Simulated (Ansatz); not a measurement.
PBE exchange is replaced step by step with exact exchange (0 % is PBE, 25 % PBE0; no dispersion term), basis def2-SVPD, Ansatz. System: [MnNCl4]2- (MnNCl₄²⁻). Charge -2, multiplicity 1. Geometry: r2SCAN-D4/def2-SVPD.

Geometry of the singlet:

```xyz
6

Mn    0.0605    0.0554   -0.0744
N     0.8706    0.7985   -1.0720
Cl   -0.0230    1.5339    1.7584
Cl    1.6781   -1.1576    1.1353
Cl   -0.4424   -1.9608   -1.1853
Cl   -2.1437    0.7305   -0.5619
```

A multiply charged anion in the gas phase is held together partly by the finite basis. Removing one electron lowers the energy by 0.54 eV at PBE0-D4/def2-TZVPD, so it isn't bound. The restricted singlet is unstable towards broken spin symmetry at other levels; at PBE-D4/def2-SVPD, PBE with 10 % exact exchange/def2-SVPD, PBE with 15 % exact exchange/def2-SVPD, PBE0-D4/def2-SVPD and others this wasn't settled. At PBE-D4/def2-SVPD, PBE with 10 % exact exchange/def2-SVPD, PBE with 15 % exact exchange/def2-SVPD, PBE0-D4/def2-SVPD and others the highest occupied level of the charge -2 singlet lies above zero (up to 3.42 eV). The electron is either unbound and held by the finite basis, or the level is raised by self-interaction error. The geometry of the singlet was relaxed on an unsound state (restricted singlet, unstable towards broken spin symmetry at other levels and untested here). At PBE0-D4/def2-TZVPD a triplet of charge -2 lies 0.68 eV below the restricted singlet, each at its own geometry. That triplet is doubtful there (⟨S²⟩ 3.03, where a pure state has 2.00).

```
exact exchange (%)  HOMO (eV)  LUMO (eV)  gap (eV)
                 0       3.42       4.68      1.26
                10       2.38       5.11      2.72
                15       1.86       5.33      3.47
                25       0.91       5.79      4.88
                40       0.13       6.26      6.14
```
